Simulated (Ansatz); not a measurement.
The cation of CH₃NSn, SMILES `N#[C][SnH3]` at the neutral geometry.

```yaml
crystal:
  periodic: [false, false, false]
  atoms:
    - {symbol: N, position_ang: [2.057048, -0.924658, 1.310657]}
    - {symbol: C, position_ang: [1.149591, -0.518109, 0.728496]}
    - {symbol: Sn, position_ang: [-0.513933, 0.221619, -0.342797]}
    - {symbol: H, position_ang: [-0.145034, 1.830119, -0.731384]}
    - {symbol: H, position_ang: [-0.663688, -0.763714, -1.714275]}
    - {symbol: H, position_ang: [-1.841885, 0.090742, 0.703003]}
basis:
  gaussian: {orbitals: def2-TZVPP}
total_charge: 1
magnetization: {spin_polarized: true, initial_magnetization: 1}
hamiltonian: {xc: {name: wB97X-V}}
```

```sh
$ ansatz run in.yaml --threads 2 --pin off --events-out ev --progress --plain
```

Shortened log:

```
Functional definition: wB97X-V
  name "wB97X-V"
  cite "Mardirossian & Head-Gordon, Phys. Chem. Chem. Phys. 16, 9904 (2014) doi:10.1039/C3CP54374A"
  cite "Becke, J. Chem. Phys. 107, 8554 (1997) doi:10.1063/1.475007"
  cite "Vydrov & Van Voorhis, J. Chem. Phys. 133, 244103 (2010) doi:10.1063/1.3521275"
  parameter omega = 0.3/bohr
  parameter cx = 0.167
  parameter cx1 = 0.603
  parameter cx2 = 1.194
  parameter css0 = 0.556
  parameter css1 = -0.257
  parameter cos0 = 1.219
  parameter cos1 = -1.850
  parameter b = 6.0
  parameter c = 0.01
  exchange = spin_sum(e_x_unif_sr(omega)*poly(b97_u_x, 1 - cx, cx1, cx2)) + cx*exact_x_sr(omega) + exact_x_lr(omega)
  correlation = spin_sum(e_c_pw_same_spin*poly(b97_u_same, css0, css1))
      + integral(e_c_pw_opposite_spin*poly(b97_u_opposite, cos0, cos1)) + vv10(b, c)
944 factors; their error is unknown
215 factors; integrals over basis functions are off by at most 1.3e-5 eV
mean field evaluation 1: about -8382.6019 eV, gradient 4.7e1 eV
mean field evaluation 2: about -8357.8912 eV, gradient 8.0e1 eV
mean field evaluation 4: about -8393.1482 eV, gradient 6.5e0 eV
mean field evaluation 8: about -8393.5700 eV, gradient 1.1e0 eV
mean field evaluation 16: about -8393.7553 eV, gradient 4.4e-2 eV
mean field evaluation 32: about -8393.7554 eV, gradient 6.3e-4 eV
mean field -8393.75547877 eV, -308.4648243528 hartree, gradient 2.6e-6 eV, S^2 0.770033; 12 other end points of the search recorded, 0 dependent functions left out
reference -8393.75547683 eV, -308.4648242816 hartree; 19, 18 occupied and 135, 136 virtual orbitals, 944 factors
Total energy: -8393.75547683 eV, -308.4648242816 hartree
```

Hardware: 2 threads of a server CPU on a shared host. Wall time 3.3 min, peak host memory 0.67 GiB.
